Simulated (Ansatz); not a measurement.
Consider the ligand exchange at a Ge–S bond: `C[S][GeH2][SiH3]` + H–F → `[F][GeH2][SiH3]` + CH₃SH.

Computed with Ansatz on PBE0-D4/def2-TZVP structures; ΔE is electronic, products minus reactants. CBS: MP2 limit from def2 TZ/QZ plus the TZ coupled-cluster correction, frozen cores. This one scheme is used for every species. For Ge outer-core shells are correlated without core-valence functions, which leaves a few kJ/mol of doubt a bond. Scalar relativity is left out up to krypton. Each species was taken in one conformer, which may not be the lowest.

```tsv
species	CCSD/def2-TZVPP energy (Eh)
`C[S][GeH2][SiH3]`	-2805.21683
H–F	-100.33828
`[F][GeH2][SiH3]`	-2467.40808
CH₃SH	-438.14958
```

(1) Work out ΔE.

Largest T1 diagnostic among the species: 0.012.

Answers

(1) ΔE = (-2467.40808) + (-438.14958) − (-2805.21683) − (-100.33828) = -0.00255 Eh = -6.7 kJ/mol. CCSD(T)/CBS gives +3.0 kJ/mol.

In def2-TZVPP, CCSD(T) changes the Hartree–Fock value by +30.1 kJ/mol (the triples alone add +4.6 kJ/mol) and MP2 by +37.9 kJ/mol. The D4 term adds +14.2 kJ/mol with B3LYP and +8.0 kJ/mol with PBE0; it sums over pairs of atoms, weighted by their polarisabilities, and B3LYP, whose exchange is more repulsive, gets the larger term.

B3LYP here is the variant with VWN-RPA as its local correlation; programs differ in this.
